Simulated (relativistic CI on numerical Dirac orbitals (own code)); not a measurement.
Crystal-field levels of Fe⁵⁺, 3d3

Calculated by Dirac-Coulomb-Breit CI, orbitals from a KLI potential per configuration, model QED (radiative potential, 1s self-energy scaled to tabulated hydrogen-like ionisation energies), valence Slater integrals scaled by 0.75, one configuration in a parametric crystal field (own radial code).

Field parameters in Wybourne normalisation: Oh B⁴₀ = 21Dq, B⁴₄ = √(5/14) B⁴₀. The field is a parameter set, without covalency.

S is read from ⟨S²⟩ = S(S + 1).

Site symmetry Oh; labels are those of the double group. Computed levels in cm⁻¹ above the lowest, in rising order:

```
Δ (size of 10Dq)  Lowest     No. 2     No. 3     No. 4     No. 5     No. 6     No. 7     No. 8
            5900      Γ8   5750 Γ7   5867 Γ8   6005 Γ8   6118 Γ6   9924 Γ7  10025 Γ8  10603 Γ8
           10600      Γ8  10420 Γ7  10533 Γ8  10685 Γ8  10779 Γ6  17268 Γ7  17329 Γ8  17768 Γ8
           15300      Γ8  15107 Γ7  15202 Γ8  15348 Γ8  15453 Γ6  20324 Γ8  21160 Γ8  21515 Γ6
           20000      Γ8  19540 Γ8  19798 Γ7  19940 Γ8  20065 Γ6  20938 Γ8  21548 Γ8  21817 Γ6
           24700      Γ8  20545 Γ8  21587 Γ8  21789 Γ6  24491 Γ7  24623 Γ8  24929 Γ6  24961 Γ8
           29400      Γ8  20756 Γ8  21731 Γ8  21925 Γ6  29178 Γ7  29280 Γ8  29590 Γ6  29593 Γ8
           34100      Γ8  20905 Γ8  21833 Γ8  22012 Γ6  32385 Γ8  32677 Γ7  33938 Γ7  34107 Γ8
           38800      Γ8  21026 Γ8  21912 Γ8  22077 Γ6  32956 Γ8  33212 Γ7  38602 Γ7  38746 Γ8
           43500      Γ8  21128 Γ8  21976 Γ8  22129 Γ6  33394 Γ8  33630 Γ7  43296 Γ7  43434 Γ8
```

Ground-state S against |10Dq| in cm⁻¹: 5900: 1.50, 10600: 1.50, 15300: 1.50, 20000: 1.50, 24700: 1.50, 29400: 1.50, 34100: 1.50, 38800: 1.50, 43500: 1.50.

No abrupt spin change occurs in this range.
